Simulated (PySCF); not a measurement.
Energy of Tl (thallium, neutral) between two integer charges

The 6p alpha orbital of [Xe] 4f14 5d10 6s2 6p1 is emptied in steps (occupation f), with all orbitals relaxed, ending at [Xe] 4f14 5d10 6s2. Calculation: PySCF 2.14, in def2-SVP with the def2 core potential (60 electrons); scalar relativity through the core potential. The exact energy is a straight line in f; departures are measured from the line between the end points of the same method.

Among UHF, LDA, PBE, PBE0, r2SCAN, LC-wPBE, BHandHLYP, wB97X, r2SCAN0, TPSS, which shows the largest delocalisation error (convex curve), and which is closest to linear?

Most convex: LDA (-0.700 eV at f = 0.4); closest to linear: LC-wPBE (0.018 eV).

| f | UHF (eV) | LDA (eV) | PBE (eV) | PBE0 (eV) | r2SCAN (eV) | LC-wPBE (eV) | BHandHLYP (eV) | wB97X (eV) | r2SCAN0 (eV) | TPSS (eV) |
| --- | --- | --- | --- | --- | --- | --- | --- | --- | --- | --- |
| 1 | 0.000 | 0.000 | 0.000 | 0.000 | 0.000 | 0.000 | 0.000 | 0.000 | 0.000 | 0.000 |
| 0.8 | 0.033 | -0.461 | -0.447 | -0.326 | -0.416 | 0.007 | -0.225 | -0.038 | -0.308 | -0.433 |
| 0.6 | 0.049 | -0.696 | -0.675 | -0.488 | -0.619 | 0.015 | -0.338 | -0.059 | -0.455 | -0.651 |
| 0.4 | 0.048 | -0.700 | -0.677 | -0.488 | -0.608 | 0.018 | -0.338 | -0.061 | -0.443 | -0.652 |
| 0.2 | 0.032 | -0.468 | -0.453 | -0.324 | -0.393 | 0.015 | -0.226 | -0.041 | -0.284 | -0.435 |
| 0 | 0.000 | 0.000 | 0.000 | 0.000 | 0.000 | 0.000 | 0.000 | 0.000 | 0.000 | 0.000 |

```
   method  E(f=0) − E(f=1) (eV)  −ε at f=1 (eV)  −ε at f=0.4 (eV)
      UHF                 4.991           5.201             4.947
      LDA                 5.572           2.712             6.139
      PBE                 5.406           2.627             5.959
     PBE0                 5.424           3.390             5.836
   r2SCAN                 5.481           2.867             6.057
  LC-wPBE                 5.490           5.524             5.494
BHandHLYP                 5.375           3.973             5.653
    wB97X                 5.262           5.031             5.306
  r2SCAN0                 5.511           3.570             5.951
     TPSS                 5.323           2.632             5.864
```

Reference removal energy between the ground levels: 6.108 eV (measured; NIST Atomic Spectra Database, ionization energies). The calculation has no spin-orbit coupling. UHF lacks correlation.
